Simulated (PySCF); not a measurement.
The vertical singlet excitations below were computed for one of the candidates. Computed with TDDFT CAM-B3LYP/def2-SVPD, vertical, gas phase, core orbitals frozen in the response in PySCF. Geometries: GFN2-xTB, one conformer each.

| state | E (eV) | f | main configurations (H = HOMO, L = LUMO) |
| --- | --- | --- | --- |
| S1 | 3.98 | 0.0002 | H→L (92%) |
| S2 | 6.27 | 0.362 | H-1→L (95%) |
| S3 | 6.97 | 0.0036 | H→L+2 (39%), H→L+7 (28%), H→L+1 (11%) |
| S4 | 7.29 | 0.016 | H→L+1 (56%), H→L+6 (11%), H→L+3 (10%) |
| S5 | 7.49 | 0.0004 | H-2→L (40%), H-6→L (36%) |
| S6 | 7.80 | 0.0024 | H-3→L (29%), H-3→L+3 (10%), H-2→L+6 (8%) |
| S7 | 7.88 | 0.015 | H-1→L+1 (45%), H-3→L (18%) |
| S8 | 7.93 | 0.0073 | H-1→L+1 (31%), H-3→L (11%) |

Question: Which structure fits? All have the formula C7H7NO.
A. `N#CC[C@@H]1C=CC(=O)C1`
B. `C=C/C=C\c1ccon1`
C. `C#C[C@@H]1C=C[C@@H]1NC=O`

Answer: A. Its S1, at 3.98 eV, is the lowest among the candidates; the nearest of the others has S1 at 4.78 eV. S1 is HOMO→LUMO (92%). Löwdin shares by element: HOMO oxygen 60%, carbon 33% or more; LUMO carbon 62% or more, oxygen 18% (atoms not listed hold the other 19%). At the same level the other candidates give, for their lowest levels:
- `C#C[C@@H]1C=C[C@@H]1NC=O`: 5.77 eV (f 0.003); 6.43 eV (f 0.034); 6.54 eV (f 0.024); 6.67 eV (f 0.009); 6.83 eV (f 0.007); T1 4.39 eV; HOMO -8.80, LUMO 0.78 eV
- `C=C/C=C\c1ccon1`: 4.78 eV (f 0.570); 5.65 eV (f 0.002); 5.81 eV (f 0.046); 6.47 eV (f 0.299); 6.55 eV (f 0.001); T1 2.68 eV; HOMO -7.81, LUMO -0.64 eV

Shape of the structure used: `[N:1]#[C:2][CH2:3][C@@H:4]1[CH:5]=[CH:6][C:7](=[O:8])[CH2:9]1`: C2–C3–C4–C5 -64°.
Triplets come from the Tamm–Dancoff approximation.
